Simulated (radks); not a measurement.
Results of a calculation; reference values are marked as such.
Coulomb parameter of the 3d shell of the cobalt ion Co3+ in the model configuration [Ar] 3d5 4p1, as a second difference U = [E(n + 1) + E(n - 1) - 2 E(n)] / (1)^2 with all orbitals relaxed. "Bare": the charge of the atom changes with n. "Screened": the 4p shell takes up the change at fixed total charge, which measures U(3d,3d) + U(4p,4p) - 2 U(3d,4p). Level of theory: scalar-relativistic Kohn-Sham, LDA (Slater exchange, Perdew-Wang correlation), spin-unpolarised, spherical densities, finite nucleus; Fermi nuclear charge, rms radius 3.7875 fm (a radial shooting solver on a logarithmic mesh with Libxc functionals).

case         configuration  E - E(n) (eV)
start         [Ar] 3d5 4p1          0.000
bare +1       [Ar] 3d6 4p1        -44.502
bare -1       [Ar] 3d4 4p1         65.047
screened +1       [Ar] 3d6        -23.342
screened -1   [Ar] 3d4 4p2         29.631

U(bare) = 20.545 eV, U(screened by 4p) = 6.290 eV, against the Slater integral F0(3d,3d) = 28.127 eV with frozen orbitals.
